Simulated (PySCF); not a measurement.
Work out the structure from these simulated measurements.

Elements present: C, F, H, O and Si. Monoisotopic mass: 175.9937 u.

| Quantity | Value |
| --- | --- |
| 1H NMR | chemical shifts (computed TMS as zero) by class: 5.22 (2 H), 5.13 (3 H), 4.14 (2 H) ppm [GIAO PBE0/pcSseg-1] |
| NMR, other nuclei | isotropic shieldings of nuclei other than C and H, by class: 249 (1 O), 330 (1 O), 245 (3 F), 382 (1 Si), 388 (1 Si) ppm [GIAO PBE0/pcSseg-1] |
| 13C NMR | chemical shifts (computed TMS as zero) by class: 131.5 (1 C), 60.6 (1 C) ppm [GIAO PBE0/pcSseg-1] |
| Dipole | 3.11 D [PBE0/pcSseg-1] |
| Rotational structure | rotational constants A, B, C: 3.860, 0.439, 0.430 GHz [GFN2-xTB] |

The electronic properties come from PySCF, for the isolated species, density fitting. Levels stand in brackets. Isolated species at its GFN2-xTB geometry (one conformer only). NMR classes are plain means over equivalent atoms (diastereotopic ones count apart unless rotation or inversion swaps them), as if these changed places fast.

**Question.** Which formula fits the mass and the elements?

**Answer.** C2H7F3O2Si2 (calculated 175.9937). No other formula that holds each of these elements comes within 0.0003 u with a fitting electron parity and a possible valence count.

**Question.** Propose a structure and show how it fits.

**Answer.** Numbering: `[F:1][C:2]([F:3])([F:4])[O:5][CH2:6][SiH2:7][O:8][SiH3:9]`. Its formula, C2H7F3O2Si2, gives 0 degrees of unsaturation, so no ring and no π bond. 2 carbons fall into 2 classes; from least to most shielded: CF3 carbon [C2] (131.5 ppm), sp3 carbon bound to oxygen [C6] (60.6 ppm). Hydrogen classes from least to most shielded: 2 H on an oxygen-bound silicon, Si7 (5.22 ppm), 3 H on an oxygen-bound silicon, Si9 (5.13 ppm), 2 H on an sp3 carbon bound to oxygen, C6 (4.14 ppm). The other shieldings belong to: 249 ppm, ether oxygen [O5]; 330 ppm, siloxane oxygen [O8]; 245 ppm, fluorine of a CF3 group [F1/F3/F4]; 382 ppm, oxygen-bound silicon [Si7]; 388 ppm, oxygen-bound silicon [Si9]. The optimised geometry has point group C1 and is an asymmetric top. Structure: `FC(OC[SiH2]O[SiH3])(F)F`. The assignments are read from this structure; whether some other isomer fits the data as well wasn't checked.

Conformer computed: `[F:1][C:2]([F:3])([F:4])[O:5][CH2:6][SiH2:7][O:8][SiH3:9]`: F1–C2–O5–C6 74°, C2–O5–C6–Si7 -52°, O5–C6–Si7–O8 -167°, C6–Si7–O8–Si9 169°.
